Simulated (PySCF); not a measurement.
C5H6O2SSi.
Atom-mapped SMILES: `[O:1]=[C:2]1[CH:3]=[C:4]([S:5][SiH3:6])[C:7](=[O:8])[CH2:9]1`

Cartesian coordinates in Å at the GFN2-xTB level; atoms count from 1:
```
atom  x, y, z in Å
O1    -3.3542   -1.2501   -0.3656
C2    -2.2180   -0.8568   -0.2521
C3    -0.9905   -1.5704   -0.5576
C4     0.1009   -0.7982   -0.3031
S5     1.7627   -1.1328   -0.4816
Si6    2.7061    0.7587    0.1949
C7    -0.3201    0.5170    0.2027
O8     0.4478    1.4034    0.5113
C9    -1.8161    0.5337    0.2572
H10   -0.9776   -2.5760   -0.9351
H11    2.4545    1.7882   -0.7977
H12    4.0766    0.2777   -0.0281
H13    2.5353    0.8834    1.6312
H14   -2.2331    1.3234   -0.3709
H15   -2.1786    0.7069    1.2724
```

Definitions: NICS(0) = −σiso at the ring centroid; NICS(1) = −σiso and NICS(1)zz = −σzz at ±1 Å along the ring normal z. Level: GIAO PBE0/pcSseg-1 (PySCF, non-relativistic, gas phase) on the GFN2-xTB geometry, one conformer.

Ring bond lengths (Å), with Mayer bond orders in brackets: C2–C3 1.452 (1.05), C3–C4 1.361 (1.47), C4–C7 1.471 (0.95), C7–C9 1.497 (0.99), C9–C2 1.534 (0.98).

What do the NICS probes read (ppm)?

```
          ring                                                    type  NICS(0)  NICS(1), two faces  NICS(1)zz, two faces  rms pucker (Å)  centre to ring atoms, mean (Å)
C2–C3–C4–C7–C9  5-membered carbocycle; formal bonds 1 double, 4 single      5.7         -2.9 / -2.9           -2.5 / -2.5            0.00                            1.24
```

What do they say, and how far can they be read as aromaticity?

- C2–C3–C4–C7–C9: mean NICS(1)zz -2.5 ppm, near zero. C9 has four or more neighbours, so the value isn't read as a sign of a π ring current. NICS(0) lies 9 ppm above the mean NICS(1).

What field does 1 T along the ring normal induce along that normal at the first NICS(1) probe listed for ring C2–C3–C4–C7–C9, 1 Å off the ring?

NICSzz × B0 = -2.5 ppm × 1 T = -2 μT, against the applied field.

Give the inner angles of the rings and the Hirshfeld charges of the ring atoms.

- C2–C3–C4–C7–C9: C2 107.1° (+0.144 e), C3 111.1° (-0.050 e), C4 110.0° (-0.016 e), C7 108.0° (+0.172 e), C9 103.9° (-0.083 e); sum 540.0° against 540° for a flat convex ring.

What are the shieldings of the ring atoms and their hydrogens in the same run (means over atoms taken as equivalent)?

```
   atoms                      environment  σ isotropic (ppm)  principal values of the symmetric part, first atom (ppm)
      C2           ketone carbonyl carbon              -11.2                                        -89.8, -25.7, 82.0
      C3                 alkene CH carbon               41.6                                        -61.7, 52.8, 133.9
      C4  fully substituted alkene carbon               13.8                                        -89.0, -0.6, 130.9
      C7           ketone carbonyl carbon              -24.3                                        -91.9, -61.8, 80.7
      C9    sp3 carbon next to a carbonyl              143.8                                       137.0, 139.1, 155.2
     H10                 vinylic hydrogen              24.62                                          21.5, 23.3, 29.0
H14 (×2)               methylene hydrogen              28.90                                          25.8, 27.9, 33.0
```
